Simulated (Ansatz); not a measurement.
# Energy profile

The step: BH₃ + HF + HF → BH₂F ([BH2][F]) + HF + H₂; bonds formed: H2–H7, H5–F8; dative contacts that become bonds: B1–F6; bonds broken: B1–H2, H5–F6, H7–F8 (atoms numbered as in the saddle structure below).

B1  (-0.559, 0.160, -0.626)
H2  (0.249, -0.857, -0.593)
H3  (-0.407, 0.611, -1.721)
H4  (-1.638, -0.194, -0.257)
H5  (0.601, 0.491, 1.072)
F6  (0.004, 1.164, 0.404)
H7  (0.656, -0.845, 0.367)
F8  (1.094, -0.529, 1.353)
(Å)

Electronic energies by CCSD(T) at an estimated basis limit (MP2 extrapolated from triple and quadruple zeta, plus CCSD(T) − MP2 in triple zeta), on PBE0-D4/def2-TZVP structures; BH₅F₂, closed shell; no counterpoise correction. Program: Ansatz 0.2.0. Basis: def2-TZVPP and def2-QZVPP. Cores are frozen in the correlated methods. Extrapolation: Hartree–Fock as exp(−7.88 √X), correlation as X^−2.97.

Q: Give the profile in kcal/mol, counted from the separated reactants. (To be estimated.)

A: The calculation gives:
| point | kcal/mol |
| --- | --- |
| separated: BH₃ (B1, H2, H3, H4; singlet) + HF (H5, F6; singlet) + HF (H7, F8; singlet) | 0.00 |
| start structure | -11.44 |
| saddle | -2.77 |
| end structure | -34.52 |
| separated: BH₂F (linked as [BH2][F]; B1, H3, H4, F6; singlet) + H₂ (H2, H7; singlet) + HF (H5, F8; singlet) | -30.20 |
The saddle lies below the separated reactants: the barrier is submerged.

T1 diagnostic: at most 0.014.

For scale, one of the runs: CCSD(T)/def2-TZVPP, 163 basis functions (an equivalent command: `ansatz run in.yaml --threads 2`). The run took 16 s on 2 CPU threads (shared host), with 1.5 GiB of host memory at its peak.
